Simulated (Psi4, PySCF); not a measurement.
Here is a job for Psi4.
```
memory 2 GB

molecule mol {
-1 2
Cl    3.087990   -0.396772   -1.265694
Si    1.473981    0.293217   -0.194612
Cl    2.179332    0.667664    1.668849
Cl    0.976619    2.069056   -1.021812
C     0.105443   -0.995103   -0.215735
Si   -1.635604   -0.253433    0.203303
Cl   -2.051876    0.257377   -1.987281
Cl   -1.203103   -0.203777    2.439484
Cl   -2.916123   -1.884244    0.276264
H     0.336163   -1.781037    0.505877
H     0.055626   -1.463471   -1.199885
}

set {
  basis sto-3g
  reference uhf
  freeze_core true
  mp2_type conv
  scf_type pk
  puream true
  d_convergence 1e-8
}

energy('mp2')
print_variables()
```

Write the same job for PySCF.

One answer among several that fit: 
```python
from pyscf import gto, scf, mp

mol = gto.Mole()
mol.atom = '''
    Cl    3.08799008   -0.39677225   -1.26569421
    Si    1.47398113    0.29321702   -0.19461162
    Cl    2.17933231    0.66766398    1.66884890
    Cl    0.97661910    2.06905610   -1.02181231
    C     0.10544345   -0.99510331   -0.21573527
    Si   -1.63560367   -0.25343323    0.20330251
    Cl   -2.05187644    0.25737694   -1.98728099
    Cl   -1.20310332   -0.20377725    2.43948372
    Cl   -2.91612256   -1.88424425    0.27626352
    H     0.33616261   -1.78103735    0.50587682
    H     0.05562643   -1.46347131   -1.19988467
'''
mol.basis = 'sto-3g'
mol.charge = -1
mol.spin = 1
mol.verbose = 4
mol.build()

mf = scf.UHF(mol)
mf.kernel()

pt = mp.MP2(mf, frozen=41)
pt.kernel()
print('E(MP2) = %.10f' % pt.e_tot)
```

Both were run: Psi4 gave -3337.682024 Eh and PySCF -3337.682024 Eh, 0.000 mEh apart.
